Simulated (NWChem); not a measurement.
# CH3AlClI; SMILES [CH3][Al]([Cl])[I]

def2 effective core potentials on I; no spin-orbit coupling.

Problem. Give the equilibrium geometry at PBE0/def2-SVP with def2 effective core potentials on I (NWChem) as an XYZ file, with the point group.

Solution. point group C1; any orientation.
```
7

Al    -0.4696     1.0579     0.0051
Cl     1.0916     2.4683    -0.0030
I      0.1788    -1.3245    -0.0043
C     -2.3183     1.6329     0.0038
H     -3.0127     0.8010     0.1941
H     -2.5715     2.0740    -0.9749
H     -2.4822     2.4144     0.7632
```
